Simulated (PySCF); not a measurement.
# Ag²⁺: fine-structure interval

Ag²⁺ [Kr] 4d9 [4d3/2^4 4d5/2^5, M_J = 5/2] → Ag²⁺ [Kr] 4d9 [4d3/2^3 4d5/2^6, M_J = 3/2], as a difference of total energies. Computed with PySCF 2.14 in x2c-TZVPall-2c, with the two-component X2C-1e Hamiltonian. Correlated levels: [Ar] 3d10 frozen; the 6 highest virtual spinors dropped. "Screened" scales the spin-orbit matrix elements by Boettger's factors to mimic the two-electron term; Breit and QED terms are absent.

```tsv
method	fine-structure interval (cm⁻¹)
GHF (screened spin-orbit)	4710.9
GMP2 (screened spin-orbit)	5038.4
GHF (bare spin-orbit)	6067.1
```
